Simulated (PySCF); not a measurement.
# Fluorine: a sound run and one with changed settings

Sound run: F+ [He] 2s2 2p4, F(2+) [He] 2s2 2p3. All numbers are calculated (PySCF 2.14, the non-relativistic Hamiltonian (point nucleus), in cc-pVDZ (3s2p1d, 14 functions)). In the sound run the correlated levels freeze 1s2. The sound run starts from symmetry-adapted Hartree-Fock orbitals and uses a fine grid where one is needed.

A second run was set up differently.

```json
{"species": "F+", "method": "UHF", "sound run (hartree)": "-98.80049", "changed run (hartree)": "-98.80049", "converged": "yes"}
{"species": "F+", "method": "TPSS", "sound run (hartree)": "-99.10151", "changed run (hartree)": "-99.10151", "converged": "no"}
{"species": "F+", "method": "PBE0", "sound run (hartree)": "-99.00254", "changed run (hartree)": "-99.00254", "converged": "no"}
{"species": "F+", "method": "MP2", "sound run (hartree)": "-98.89901", "changed run (hartree)": "-98.82500", "converged": "yes"}
{"species": "F+", "method": "CCSD(T)", "sound run (hartree)": "-98.91361", "changed run (hartree)": "-98.91361", "converged": "yes"}
{"species": "F(2+)", "method": "UHF", "sound run (hartree)": "-97.57269", "changed run (hartree)": "-97.57269", "converged": "yes"}
{"species": "F(2+)", "method": "TPSS", "sound run (hartree)": "-97.79686", "changed run (hartree)": "-97.79686", "converged": "no"}
{"species": "F(2+)", "method": "PBE0", "sound run (hartree)": "-97.70498", "changed run (hartree)": "-97.70498", "converged": "no"}
{"species": "F(2+)", "method": "MP2", "sound run (hartree)": "-97.64118", "changed run (hartree)": "-97.59011", "converged": "yes"}
{"species": "F(2+)", "method": "CCSD(T)", "sound run (hartree)": "-97.65517", "changed run (hartree)": "-97.65517", "converged": "yes"}
```

Ionisation energy of F+:

```tsv
method	sound run (eV)	changed run (eV)
UHF	33.410	33.410
MP2	34.227	33.603
SCS-MP2	34.231	33.612
CCSD	34.233	34.233
CCSD(T)	34.244	34.244
```

Problem. What was changed?
A. too few SCF iterations
B. radial grid too coarse
C. level shift left on
D. all electrons correlated in a valence basis

Solution. C. It used initial guess sap, at most 50 SCF cycles, level shift 10.0 hartree. A level shift leaves the converged SCF energy unchanged but raises the virtual orbital energies, which shrinks MP2 if it is not removed.
